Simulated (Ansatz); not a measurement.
Total energies of SnAu2 from Ansatz at PBE0-D4/def2-TZVP, gas phase (1 Eh = 27.2114 eV = 2625.5 kJ/mol). The reference geometry is relaxed at B3LYP-D4/def2-TZVP.

```xyz
3

Au   -1.4112   -1.3523    0.0804
Au    1.6922    0.5853    0.7876
Sn   -0.2810    0.7670   -0.8680
```

```tsv
state	geometry	energy (Eh)
charge 0 singlet	reference	-485.85632
charge 1 doublet	reference	-485.55932
charge 0 triplet	relaxed at B3LYP-D4/def2-TZVP	-485.81051
charge 0 quintet	relaxed at B3LYP-D4/def2-TZVP	-485.71772
free Au atom (doublet)	–	-135.70229
free Sn atom (triplet)	–	-214.25870
```

In the def2 sets Au, Sn take a core potential; there is no spin–orbit coupling.

**Question.** Work out the vertical ionisation energy to the doublet.

**Answer.** E(charge 1 doublet) − E(charge 0 singlet) = -485.55932 − (-485.85632) = 0.29700 Eh = 8.08 eV. For comparison, −ε of the highest occupied level is 6.38 eV at this level, 1.70 eV less.

**Question.** Which of the charge 0 states is lowest, and how far above it are the others?

**Answer.** The singlet. triplet: -485.81051 − (-485.85632) = 0.04581 Eh = 120.3 kJ/mol; quintet: -485.71772 − (-485.85632) = 0.13860 Eh = 363.9 kJ/mol.

**Question.** What is the binding energy per atom against free atoms?

**Answer.** Atoms: 2 × (-135.70229) + 1 × (-214.25870) = -485.66328 Eh. Binding: -485.66328 − (-485.85632) = 0.19304 Eh = 5.25 eV, or 1.75 eV for each of 3 atoms (no zero-point energy, no counterpoise term).

The structure comes from a short search, and lower isomers may exist.
